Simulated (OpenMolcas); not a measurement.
Pd2+ (d8) in a complex was computed by SS-CASPT2, IPEA 0.25 Eh, imaginary shift 0.1 Eh with the d shell active (OpenMolcas, ANO-RCC-VDZP on the metal). Its lowest spin-free states, and all those of the highest spin:

| 2S+1 | Degeneracy | E (cm-1) |
| --- | --- | --- |
| 3 | 1 | 0 |
| 1 | 2 | 10190 |
| 3 | 3 | 11610 |
| 3 | 3 | 17340 |
| 1 | 1 | 18730 |
| 1 | 3 | 21600 |
| 1 | 3 | 26280 |
| 3 | 3 | 27300 |
| 1 | 2 | 36540 |
| 1 | 3 | 36760 |
| 1 | 1 | 53910 |

Task: Is the site octahedral, tetrahedral or cube-like, axial, or of lower symmetry?

Result: The states with 2S+1 = 3 have orbital degeneracies 1, 3, 3, 3. Threefold states need a cubic site. For d8 at this spin an octahedron puts the single A2 below the threefold T2 and a tetrahedron or cube puts the threefold T1 below the threefold T2, so the site is octahedral. The first gap at this spin, 11600 cm-1, is |10Dq| in ligand-field theory. The run had Pd2+ with 6 ligands (fluoride) in octahedral coordination (Oh) at 2.17 Å. A charge of +0.667 e stands 2.8 Å behind each ligand. Ligand basis ANO-RCC-VDZP.

Roots that are degenerate in the reference are averaged as groups; the widest CASPT2 spread within a group is 610 cm-1 (the 3-fold group of multiplicity 1 near 21600 cm-1 above the lowest state of its run). Shifts and gaps below about the spread of the groups concerned are not significant. Over all roots computed the reference weight is 0.69 to 0.70; a low but even weight reflects the number of correlated electrons. Real 4d8 and 5d8 ions are as a rule square planar and diamagnetic. Ligand-to-metal charge-transfer states are missing. With no ligand orbital active B as a rule stays too high, so bands that hang on it stand too high and its fall with covalency is understated. With one d shell and no ligand orbital active, 10Dq can be off by a tenth or more. Free-ion shares, where given, are those of the reference states; single-state CASPT2 does not remix them. No measured value stands beside these numbers; the geometry was imposed, not optimised, and the real ion may take another.
